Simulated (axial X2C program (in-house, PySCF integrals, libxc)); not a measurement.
# LiW⁻: from the spin-free to the two-component result

All values were computed with an in-house relativistic program for diatomic molecules. Spin-free means the one-electron spin-free X2C Hamiltonian; two-component (2c) means X2C with spin–orbit coupling and atomic mean-field two-electron Coulomb and Gaunt terms, so the difference of the two also holds small scalar two-electron terms. Basis: W dyall-acv3z [14s15p10d7f4g], Li dyall-av3z [9s9p3d] (cores contracted in-house); Gaussian nuclei, density fitting, unrestricted open shells. Masses: W 183.951 u, Li 7.016 u.

Spin-free state: M_S = 3, Λ = 0 (beyond evenly filled blocks: 2 × σα, π+α, π-α, δ+α, δ-α); fragments W- + Li.

```csv
level,Re (Å),ωe (cm⁻¹),De (eV),μ (D)
PBE0,2.783,263.0,1.164,-9.44
BLYP,2.739,277.3,1.079,-12.02
```

Dipoles are positive if Li is the positive end and refer to the centre of mass.

Two-component determinant lowest at the distance of the search:

Ω = 3 (⟨Sz⟩ = 2.96, ⟨Lz⟩ = 0.04 at PBE0); fragments W- + Li.

| level | Re (Å) | ωe (cm⁻¹) | De (eV) | μ (D) |
| --- | --- | --- | --- | --- |
| PBE0 | 2.779 | 262.7 | 1.165 | -9.40 |
| BLYP | 2.736 | 276.5 | 1.077 | -11.94 |

(1) From the two tables, how do the constants change at the PBE0 level (2c against spin-free)?

The state is one determinant whose occupation by symmetry is held fixed; it was picked as the lowest of a PBE0 search that is not exhaustive. Dissociation energies refer to the lowest single-determinant-based atoms at the same level and basis. Density functionals use the spin component along the axis (collinear). PBE0 can misorder states that lie within some tenths of an eV, so this need not be the ground state of the molecule. The nearest other spin-free determinant of the search, M_S = 2, Λ = 0, lies 0.10 eV up at the distance of the search. The functionals have no current-density term, which raises determinants with orbital currents, atoms included. With several unpaired electrons one determinant need not be a pure state. A state of lower Ω lies just above, and one determinant can place such states too high, so the state shown need not be the lowest. The search has Ω = 2 only 0.10 eV up. Open-shell Ω = 0 determinants with evenly filled partner blocks cannot be reached by this program, so the Ω shown need not be the lowest component. The highest occupied level of some functionals is positive through self-interaction error; at Hartree–Fock it is bound.

## Answers

(1) At the PBE0 level Re drops by 0.004 Å and ωe falls by 0.3 cm⁻¹; De changes by 0.001 eV.
